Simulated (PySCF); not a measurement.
**Electronic structure of Xe³⁺ (xenon, charge +3) at the UHF level**

Configuration: [Kr] 4d10 5s2 5p3, high-spin 4S determinant. Calculation: PySCF 2.14, in def2-SVP with the def2 core potential (28 electrons); a scalar-relativistic core potential.

```json
{
 "Total energy": "-326.059412 hartree",
 "One-electron energy": "-540.9542 hartree",
 "Hartree (Coulomb) energy": "236.6795 hartree",
 "Exchange energy": "-21.7847 hartree",
 "⟨S²⟩": "3.7510",
 "⟨L²⟩": "0.000",
 "Sum of ⟨r⟩": "24.46 bohr",
 "Sum of ⟨r²⟩": "34.56 bohr²",
 "Time after the integrals": "0.15 s of wall time on 1 thread of Neoverse-V1 (shared host)"
}
```

| shell | electrons | mean orbital energy (eV) | rms radius, mean of both spins (bohr) |
| --- | --- | --- | --- |
| 4s α | 1 | -262.44 | 0.767 |
| 4s β | 1 | -261.48 | 0.767 |
| 4p α | 3 | -200.69 | 0.820 |
| 4p β | 3 | -199.72 | 0.820 |
| 4d α | 5 | -106.12 | 0.930 |
| 4d β | 5 | -105.40 | 0.930 |
| 5s α | 1 | -60.421 | 1.88 |
| 5s β | 1 | -51.595 | 1.88 |
| 5p α | 3 | -43.394 | 2.13 |

Energies and moments cover only the electrons outside the core potential.
